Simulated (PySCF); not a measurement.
PBE0 on Ne(2+) (neon, charge +2), [He] 2s1 2p4 3d1, one real determinant (an excited configuration). Calculation: PySCF 2.14, in aug-cc-pwCVDZ; the non-relativistic Hamiltonian (point nucleus).

```
cycle= 1 E= -123.482899831284  delta_E= -0.00241  |g|= 0.00657  |ddm|= 0.108
cycle= 2 E= -123.482909829934  delta_E= -1e-05  |g|= 0.0011  |ddm|= 0.00838
cycle= 3 E= -123.482910087692  delta_E= -2.58e-07  |g|= 0.000259  |ddm|= 0.00172
cycle= 4 E= -123.482910100598  delta_E= -1.29e-08  |g|= 1.44e-05  |ddm|= 0.000277
cycle= 5 E= -123.482910100661  delta_E= -6.27e-11  |g|= 1.57e-07  |ddm|= 2.45e-05
converged SCF energy = -123.482910100661  <S^2> = 6.0006318  2S+1 = 5.0002527
```

Highest occupied orbital energy: 1.561 eV; ⟨L²⟩ = 8.00; populations by l: s 3.00, p 4.00, d 1.00.

(1) Can this result be used?

Results:

(1) Not for this state. Self-consistency was reached. ⟨L²⟩ = 8.00 against 12 for a pure F term, so this real determinant mixes terms. The outer electron is Rydberg-like, and this basis confines it to a smaller radius and binds it less than a complete one would. At PBE0 the highest occupied level has a positive energy, so only the finite basis holds that electron; for this excited configuration the basis is too tight for the outer shell.
